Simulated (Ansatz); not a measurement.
A nudged elastic band was laid between two geometries of CH4NSb (7 atoms, charge 0, multiplicity 1).

All numbers below come from RKS PBE0-D4/def2-SVP in Ansatz 0.2.0.

```json
{
 "movable images": "7",
 "climbing image": "yes",
 "spring": "5.0 eV/Å²",
 "optimiser": "quadratic models (default)",
 "start path": "IDPP",
 "force threshold": "0.03 eV/Å",
 "iteration limit": "39",
 "end points": "relaxed"
}
```

Image 0:

```xyz
7
Properties=species:S:1:pos:R:3
C -0.999 -0.434 -0.687
N -0.134 -0.988 0.045
Sb 0.959 0.124 1.435
H -1.591 -1.057 -1.386
H -1.235 0.652 -0.714
H 0.652 1.675 0.730
H 2.408 -0.040 0.530
```

Image 8:

```xyz
7
Properties=species:S:1:pos:R:3
C -1.058 -0.335 -0.649
N -0.833 0.175 0.482
Sb 1.042 -0.014 1.383
H -0.321 -0.870 -1.285
H -2.074 -0.252 -1.084
H 1.393 1.651 1.164
H 1.912 -0.423 -0.057
```

**Question.** Which bonds break or form, and what moves?

**Answer.** No bond is made or broken. The dihedral H5–C1–N2–Sb3 changes from 3 to 178° by way of a nearly straight angle C1–N2–Sb3 (up to 174°), not by a turn about the bond. The two ends are copies of one structure, up to a mirror image or an exchange of like atoms.

**Question.** What energy profile does the band end with?

**Answer.** The run converged. The highest image is number 4 of 0 to 8, 0.54 eV above the ends, which have the same energy within 2 meV. A vibrational analysis at the climbing image gives one clearly imaginary mode, 292i cm⁻¹: a first-order saddle point.

```json
{"image": "0", "path coordinate (Å)": "0.00", "energy (eV)": "0.00", "angle C1–N2–Sb3 (°)": "121"}
{"image": "1", "path coordinate (Å)": "0.47", "energy (eV)": "0.02", "angle C1–N2–Sb3 (°)": "124"}
{"image": "2", "path coordinate (Å)": "0.94", "energy (eV)": "0.12", "angle C1–N2–Sb3 (°)": "134"}
{"image": "3", "path coordinate (Å)": "1.41", "energy (eV)": "0.35", "angle C1–N2–Sb3 (°)": "151"}
{"image": "4", "path coordinate (Å)": "1.88", "energy (eV)": "0.54", "angle C1–N2–Sb3 (°)": "174"}
{"image": "5", "path coordinate (Å)": "2.35", "energy (eV)": "0.35", "angle C1–N2–Sb3 (°)": "151"}
{"image": "6", "path coordinate (Å)": "2.82", "energy (eV)": "0.12", "angle C1–N2–Sb3 (°)": "134"}
{"image": "7", "path coordinate (Å)": "3.30", "energy (eV)": "0.02", "angle C1–N2–Sb3 (°)": "124"}
{"image": "8", "path coordinate (Å)": "3.77", "energy (eV)": "0.00", "angle C1–N2–Sb3 (°)": "121"}
```

**Question.** What is the geometry of the highest image?

**Answer.** 
```xyz
7
Properties=species:S:1:pos:R:3
C -1.211 -0.359 -0.812
N -0.286 -0.177 0.003
Sb 1.069 -0.010 1.438
H -1.234 -1.214 -1.527
H -2.089 0.325 -0.899
H 1.347 1.690 1.286
H 2.464 -0.322 0.466
```

**Question.** What are the harmonic wavenumbers there?

**Answer.** 292i, 219, 265, 500, 638, 717, 871, 1096, 1179, 1525, 1874, 1897, 1905, 2921, 2968 cm⁻¹.

The band took 12 iterations and of the order of 8 core-minutes.

Time of the run: 8.3 min on 1 thread of AMD EPYC (Zen 3), with other jobs on the host, peak memory 0.16 GiB.
